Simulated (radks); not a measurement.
Q: Coherent X-ray form factor from a spherical all-electron density. Calculated with a radial shooting solver on a logarithmic mesh with Libxc functionals: scalar-relativistic Kohn-Sham, PBEsol, spin-polarised, spherical densities, point nucleus.

sin(theta)/lambda (1/angstrom),f0 (electrons)
0.05,23.545
0.1,22.347
0.15,20.756
0.2,19.054
0.25,17.384
0.3,15.808
0.4,13.036
0.5,10.859
0.6,9.268
0.8,7.377
1,6.352
1.25,5.385
1.5,4.476
2,2.957

The species is in the configuration that NIST lists as its ground one. Which atom or ion scatters so?

A: The manganese ion Mn+, [Ar] 3d5 4s1. Extrapolating in s^2 from the first two rows gives f0(0) = 23.9, near the electron count 24; among species with that count, the fall with angle is slower the higher Z, and the table is that of Z = 25; from so few rows the species is fixed only to a neighbour or two.
